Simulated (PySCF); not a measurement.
A GIAO shielding run with PySCF (density fitting, non-relativistic, gas phase) on `CC(=O)C[SiH2]O`, C3H8O2Si:

```
$ OMP_NUM_THREADS=1 python probes_run.py task.json out

{"job": {"kind": "nmr", "xc": "KT2", "basis": "pcSseg-1", "pop": false}, "charge": 0, "multiplicity": 1}
C     -2.067789     0.103081    -0.539537
C     -0.680015    -0.463555    -0.438796
O     -0.494512    -1.650134    -0.237924
C      0.478753     0.485609    -0.561347
Si     1.616687     0.292299     0.952851
O      1.959226    -1.322593     1.079730
H     -2.211036     0.574726    -1.524763
H     -2.811387    -0.689050    -0.389653
H     -2.202021     0.895023     0.214791
H      0.168986     1.526481    -0.735038
H      1.095229     0.158567    -1.416517
H      2.871149     1.067809     0.743144
H      0.906908     0.837338     2.152677
H      1.239071    -1.845211     0.682467
```

Hardware: 1 thread of an Arm Neoverse V1, shared host.

Task: How large is the calculation?

Result: 56 electrons, 149 basis functions and 796 auxiliary functions.

Task: How long does it take, and how much memory does it need?

Result: 23 s of wall time, with 16 SCF cycles; peak memory 0.79 GiB. Times on a shared host scatter by some tens of per cent.

Task: And these other runs on the same molecule and hardware: GIAO shielding at B3LYP/pcSseg-1; GIAO shielding at B97-D/pcSseg-1; GIAO shielding at BLYP/pcSseg-1; GIAO shielding at BP86/pcSseg-1; GIAO shielding at HF/pcSseg-1; GIAO shielding at KT3/pcSseg-1?

Result: B3LYP/pcSseg-1: 149 functions, 15 s; B97-D/pcSseg-1: 149 functions, 22 s; BLYP/pcSseg-1: 149 functions, 22 s; BP86/pcSseg-1: 149 functions, 22 s; HF/pcSseg-1: 149 functions, 7.4 s; KT3/pcSseg-1: 149 functions, 22 s.
